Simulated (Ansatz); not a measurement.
`CN(C)[Si](O)(O)O` + `N[Si](O)(F)Br` → `CN(C)[Si](O)(O)Br` + `N[Si](O)(O)F`  (redistribution)

Program: Ansatz. Geometries: PBE0-D4/def2-TZVP. ΔE: electronic, gas phase. CCSD(T)/CBS is the MP2 limit (def2-TZVPP, def2-QZVPP) plus CCSD(T) − MP2 in def2-TZVPP, frozen cores. DFT in def2-TZVPP. HSE06 is defined as in plane-wave codes. For Br outer-core shells are correlated without core-valence functions, which leaves a few kJ/mol of doubt a bond. Scalar relativity is left out up to krypton. One conformer a species, not always the lowest.

**Question.** Is it downhill or uphill in electronic energy at CCSD(T)/CBS, and by how much? (An estimate is asked.)

**Answer.** Ansatz gave: Downhill: ΔE = -22.0 kJ/mol.

**Question.** What do these levels give: LDA (SPW92), r2SCANh-D4, HSE06-D4, CAM-B3LYP-D4, B2PLYP, PBE, revPBE, CAM-B3LYP, LC-ωPBE, MP2/def2-QZVPP, MP2/CBS(def2), CCSD/CBS(def2)? (An estimate is asked.)

**Answer.** Ansatz gave: LDA (SPW92) -22.7, r2SCANh-D4 -22.3, HSE06-D4 -21.9, CAM-B3LYP-D4 -21.6, B2PLYP -21.7, PBE -20.7, revPBE -19.9, CAM-B3LYP -20.9, LC-ωPBE -20.6, MP2/def2-QZVPP -23.3, MP2/CBS(def2) -23.6, CCSD/CBS(def2) -21.8 kJ/mol.

Largest T1 diagnostic among the species: 0.011.

Leaving LDA and LC-ωPBE aside and taking each functional with its dispersion term where it has one, the values, not all of them listed here, spread over 2.3 kJ/mol, from r2SCAN0-D4 to revPBE-D4.
